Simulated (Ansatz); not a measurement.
C3H2ClF3, SMILES `F/C(Cl)=C\C(F)F`, relaxed with RKS PBE-D4/def2-SVP in Ansatz from a rough embedded geometry. The force threshold is 0.03 eV/Å; the program also tests the step.

Total charge 0; spin multiplicity 1.

Start:

```xyz
9

F     1.933    0.422    0.373
C     1.071    0.613   -0.603
Cl    1.591    1.407   -2.033
C    -0.243    0.118   -0.476
C    -0.654   -0.548    0.775
F    -1.735    0.139    1.272
F    -1.117   -1.795    0.446
H    -0.940    0.238   -1.263
H     0.092   -0.595    1.510
```

| step | energy (eV) | largest force (eV/Å) | largest move (Å) |
| --- | --- | --- | --- |
| 1 | -23786.6516 | 4.402 | 0.000 |
| 2 | -23786.9077 | 1.408 | 0.051 |
| 3 | -23786.9094 | 0.994 | 0.103 |
| 4 | -23786.9503 | 0.189 | 0.066 |
| 5 | -23786.9512 | 0.095 | 0.003 |
| 6 | -23786.9516 | 0.025 | 0.004 |

End:

```xyz
9

F     1.959    0.483    0.337
C     1.034    0.598   -0.618
Cl    1.634    1.398   -2.022
C    -0.219    0.133   -0.476
C    -0.688   -0.552    0.767
F    -1.750    0.132    1.302
F    -1.134   -1.812    0.463
H    -0.940    0.256   -1.295
H     0.104   -0.635    1.543
```

It took 9 s on 4 threads of a server CPU on a shared host, with 0.16 GiB of host memory at the peak.
